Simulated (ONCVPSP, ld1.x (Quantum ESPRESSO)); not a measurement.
Hardness and transferability of assorted potentials

Generated with ld1.x 7.5 (TM, RRKJ, ultrasoft, PAW), atompaw 4.2 or ONCVPSP 4.0.1. The cutoff is in Ry: for ld1.x and atompaw files where the sum of valence levels is converged to 10 mRy in a Bessel basis, for ONCV files where the hardest occupied wave has 1 mHa per electron of residual kinetic energy. The error is the largest all-electron minus pseudo excitation energy over each file’s own four to seven test configurations (ionisations up to +4, promotions, holes and added fractions of an electron), all of which were solved. The labels leave out finer settings (local radius, basis sizes, second energies), which also bear on the numbers. Spin-polarised tests are not counted. The rows are a selection from randomly drawn settings: files with unsolved tests, undetermined cutoffs or missed reference levels are left out.

A true bound ghost makes a file unfit for plane-wave use even where its test errors are small: the radial tests pick states by their node count and pass the ghost by.

| element | potential | cutoff (Ry) | largest error (meV) | bound ghosts |
| --- | --- | --- | --- | --- |
| O | ONCV, PBE, scalar-relativistic, rc 0.85/1.80/1.80 (spd), local smoothed, core correction yes, reference 2s2 2p1, qcut 8.7/9/5.2, projectors 2/2/3 | 72 | +2599 | none |
| Al | ONCV, PBE, scalar-relativistic, rc 1.25/1.25/1.30 (spd), local smoothed, core correction no, reference 2s2 2p6 3s1 3p2, qcut 10.8/9.6/8.7, projectors 2/2/2 | 82 | -580 | none |
| Sc | ONCV, LDA (Perdew-Wang 92), scalar-relativistic, rc 3.25/2.50/2.40 (spd), local smoothed, core correction yes, reference 3d1 4s2, qcut 2.4/3.6/7.1, projectors 2/2/2 | 37 | -299 | none |
| Sb | ONCV, LDA (Perdew-Zunger), scalar-relativistic, rc 2.00/1.80 (sp), local smoothed, core correction yes, reference 5s2 5p1, qcut 3.5/6.4, projectors 2/2 | 30 | -22 | s, p |
| I | TM, PBE, scalar-relativistic, rc 1.30/1.75 (sp), local smoothed, core correction yes, reference 5s2 5p2 | 120 | +59 | none |
| Ta | ONCV, LDA (Perdew-Zunger), scalar-relativistic, rc 1.80/1.95/3.10 (spd), local smoothed, core correction no, reference 5s2 5p6 5d3 6s1 6p1, qcut 6.5/7.7/4.3, projectors 2/2/2 | 31 | -5.1 | none |
| Ta | ONCV, PBE, scalar-relativistic, rc 1.85/1.35/1.90 (spd), local smoothed, core correction yes, reference 5s2 5p6 5d3 6s2, qcut 5.6/6.2/6, projectors 2/1/2 | 121 | -119 | s |

Question: Fill in the row for Zn: ONCV, LDA (Perdew-Zunger), scalar-relativistic, rc 1.20/0.95/1.15 (spd), local smoothed, core correction yes, reference 3s2 3p6 3d10 4s1.5, qcut 9.1/12.7/13, projectors 2/1/2.

Answer: cutoff 143 Ry, largest error -376 meV, bound ghosts: none.
